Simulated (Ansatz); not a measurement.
Relaxation of C$_{2}$H$_{3}$ClSi (7 atoms, charge 0, multiplicity 1), to a largest force component of 0.02 eV/Å in at most 50 steps.

The calculation used RHF/def2-SVP (Ansatz).

```xyz
7
Properties=species:S:1:pos:R:3:forces:R:3
C -0.784 1.395 0.074 0.33 1.90 1.12
C -0.115 0.273 0.041 3.64 -1.84 -0.97
Si 0.812 -1.188 -0.013 -0.11 1.90 -0.12
Cl 0.104 -2.920 -0.755 -0.56 -0.72 -0.09
H -0.762 2.117 -0.736 -0.37 -0.14 -0.57
H -1.122 0.111 0.426 -3.18 -1.17 0.40
H 2.159 -1.354 0.476 0.24 0.07 0.24
```

**Question.** Where does it end, and by what steps?

**Answer.** The forces met the threshold. After 20 steps the energy has fallen by 3.136 eV; H5 moved furthest, 1.49 Å. Parted: C2–Si3.

```
step  energy less start (eV)  largest force component (eV/Å)  accepted
   0                  0.0000                           3.644       yes
   1                 -0.5289                           1.205       yes
   2                 -0.6988                           1.466       yes
   3                 -0.7678                           2.045       yes
   4                 -0.8216                           1.736       yes
   5                 -0.9016                           1.206       yes
   6                 -1.1259                           0.843       yes
   7                 -1.2616                           2.442       yes
   8                 -1.4240                           1.266       yes
   9                 -1.5538                           1.667       yes
  10                 -1.7701                           2.081       yes
  11                 -2.2570                           3.195       yes
  12                 -2.6349                           2.676       yes
  13                 -2.7185                           3.016       yes
  14                 -2.9115                           1.314       yes
  15                 -3.0656                           1.400       yes
  16                 -3.1089                           0.606       yes
  17                 -3.1266                           0.257       yes
  18                 -3.1313                           0.188       yes
  19                 -3.1337                           0.161       yes
  20                 -3.1357                           0.018       yes
```

```xyz
7
Properties=species:S:1:pos:R:3
C -0.470 1.245 0.078
C -1.310 0.441 -0.186
Si 1.341 -1.405 -0.874
Cl 0.453 -2.869 0.355
H 0.272 1.970 0.324
H -2.069 -0.273 -0.412
H 2.074 -0.674 0.228
```

Whether the end is a true minimum wasn't checked by a vibrational analysis.

The run took 51 s on 1 thread of Arm Neoverse N1 (shared host), peak memory 0.14 GiB.
